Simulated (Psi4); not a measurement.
C4H3O (SMILES [c-]1ccoc1), charge -1, singlet, geometry from GFN2-xTB (a gas-phase anion, which may not be bound at this level). Base run: PBE0/6-31G* run with Psi4 1.11.

Input for Psi4:
```
memory 2 GB

molecule mol {
-1 1
  O     0.003314   -0.000725    1.150856
  C    -0.004809    1.109162    0.264486
  C     0.006188   -1.058636    0.303081
  C    -0.007157    0.814847   -1.065555
  C     0.000394   -0.645473   -0.989758
  H    -0.008079    2.061582    0.790059
  H     0.012447   -2.041602    0.763395
  H     0.001421   -1.333575   -1.833820
}

set basis 6-31g*
set reference rks

energy('pbe0')
print_variables()
```

The base run was repeated with changes; each row names its change, and settings that it needs were set with it.

| change | ΔE vs base (µEh) | SCF cycles | grid points | basis functions |
|---|---|---|---|---|
| base | 0.0 | 9 | 169446 | 81 |
| dft_radial_scheme = becke | 0.3 | 9 | 149068 | 81 |
| guess = huckel | 0.0 | 11 | 169446 | 81 |
| guess = sapgau | 0.0 | 11 | 169446 | 81 |
| scf_type = disk_df | 0.0 | 9 | 169446 | 81 |
| dft_pruning_scheme = treutler | 1.8 | 9 | 92392 | 81 |
| dft_radial_points = 35 | 128 | 9 | 80688 | 81 |
| dft_radial_points = 150 | -0.1 | 9 | 336491 | 81 |
| df_basis_scf = cc-pvtz-jkfit | -36.7 | 9 | 169446 | 81 |
| dft_basis_tolerance = 1e-8 | 0.0 | 9 | 166666 | 81 |
| guess = gwh | 0.0 | 10 | 169446 | 81 |
| dft_spherical_points = 434 | 0.8 | 9 | 243335 | 81 |
| scf_initial_accelerator = none | 0.0 | 9 | 169446 | 81 |

A gas-phase anion may not be bound at this level; its values then depend on the basis.
